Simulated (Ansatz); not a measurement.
AlH5O3Si can be A, `[OH][Al]([OH])[O][SiH3]`, or B, `O[SiH2][Al]([OH])[OH]`.

Gas-phase electronic energies from Ansatz, PBE0-D4/def2-TZVP geometries. CCSD(T)/CBS is the MP2 limit (def2-TZVPP, def2-QZVPP) plus CCSD(T) − MP2 in def2-TZVPP, frozen cores. This one scheme is used for every species. DFT in def2-TZVPP. B3LYP here is the variant with VWN-RPA as its local correlation; programs differ in this. Each species was taken in one conformer, which may not be the lowest.

A:

Z-matrix (Å, degrees):
```
Si
O 1 1.624
H 1 1.487 2 110.4
H 1 1.487 2 109.5 3 -119.6
H 1 1.487 2 110.7 3 120.6
Al 2 1.675 1 162.6 3 -69.6
O 6 1.688 2 121.6 1 179.7
O 6 1.685 2 118.9 1 -0.3
H 7 0.955 6 123.0 2 0.0
H 8 0.956 6 122.0 2 -179.9
```

B:

```xyz
10

O     0.927   -0.183   -2.242
Si    0.918   -1.031   -0.815
Al   -0.426    0.235    0.782
O    -0.719   -0.239    2.379
O    -1.021    1.654    0.060
H     0.430    0.636   -2.238
H     2.322   -1.224   -0.353
H     0.374   -2.397   -1.062
H    -1.234    0.218    3.040
H    -1.572    2.332    0.447
```

Q: Which is lower in electronic energy at CCSD(T)/CBS, and by how much? (Best estimate.)

A: Computed: A, by 38.8 kcal/mol.

Q: Give E(B) − E(A) in kcal/mol with CCSD(T)/def2-TZVPP, MP2/def2-TZVPP, B2PLYP, r2SCAN-D4, B3LYP, CCSD/def2-TZVPP, ωB97M-V. (Estimate.)

A: The calculation gave: CCSD(T)/def2-TZVPP 39.4, MP2/def2-TZVPP 41.3, B2PLYP 39.8, r2SCAN-D4 37.8, B3LYP 38.3, CCSD/def2-TZVPP 40.3, ωB97M-V 38.8. None reverses the order clearly.

Largest T1 diagnostic: 0.013.

From PBE to PBE0 (25 % exact exchange), in def2-TZVPP and without D4, E(B) − E(A) moves by +2.7 kcal/mol. In def2-TZVPP, CCSD(T) changes the Hartree–Fock value by −5.8 kcal/mol (the triples alone add −1.0 kcal/mol) and MP2 by −3.9 kcal/mol.
